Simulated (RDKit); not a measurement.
A run for RDKit: MMFF94 on H2S2 (SMILES SS), a point of a torsion scan.

```python
from rdkit import Chem
from rdkit.Chem import AllChem, rdDetermineBonds

blocks = [
'''4

S    -0.93414804    0.53877709    0.41248194
S     0.92970290    0.40622834   -0.41942202
H    -1.55049163   -0.38469933   -0.33967479
H     0.71167833    1.15684283   -1.50912876
''',
]
mol = None
for b in blocks:
    f = Chem.MolFromXYZBlock(b)
    rdDetermineBonds.DetermineBonds(f, charge=0)
    mol = f if mol is None else Chem.CombineMols(mol, f)
Chem.SanitizeMol(mol)
print(Chem.MolToSmiles(Chem.RemoveHs(mol)))
ff = AllChem.MMFFGetMoleculeForceField(mol, AllChem.MMFFGetMoleculeProperties(mol), nonBondedThresh=100.0, ignoreInterfragInteractions=False)
e = ff.CalcEnergy()
print(f'MMFF94 energy {e:.6f} kcal/mol')
```

The log:

```
SS
MMFF94 energy -5.940986 kcal/mol
```

The run finished.

Cost: around 0.03 core-seconds (rough).
